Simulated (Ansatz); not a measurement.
Reaction: I2 (SMILES II) → I2+ (parent SMILES II, doublet) + e-
Each species at its own B3LYP-D3(BJ)/def2-TZVP minimum (Ansatz, a quantum-chemistry and plane-wave program).

Wanted: adiabatic ionisation energy (electronic), in eV. Radicals and triplets start from unrestricted determinants; spin-orbit coupling is neglected. Correlated methods leave the cores frozen (noble-gas shells, and filled d and f shells in the p block). Past Kr the def2 sets carry scalar-relativistic core potentials. CBS(X,Y): correlation extrapolated as X^-3, Hartree-Fock from the larger set. A bracket is a step between two methods taken in the basis named. Spin-orbit terms, left out, reach several kcal/mol for Br and I, and more for heavier atoms. The determinant of I2+ (parent SMILES II, doublet) is a saddle point of the SCF energy; a lower one exists, which strains HF and MP2. The spin of I2+ (parent SMILES II, doublet) was assumed, and the state is the lowest solution found for it.

CCSD(T)/CBS(def2-TZVPP,def2-QZVPP) + [CCSDT(Q) - CCSD(T)]/def2-TZVPP + [CCSDTQ - CCSDT(Q)]/def2-SVP (Ansatz) gives 9.64 eV.

What does PBE/def2-TZVPD (Ansatz) give here, and how do the other levels compare?

PBE gives 9.22 eV, 0.42 eV below it. Differences of the others: r2SCAN/def2-TZVPD (Ansatz) -0.27; PBE0/def2-TZVPD (Ansatz) -0.21; wB97M-V/def2-TZVPD (Ansatz) -0.08; CCSD(T)/CBS(def2-TZVPP,def2-QZVPP) (Ansatz) 0.01 eV.
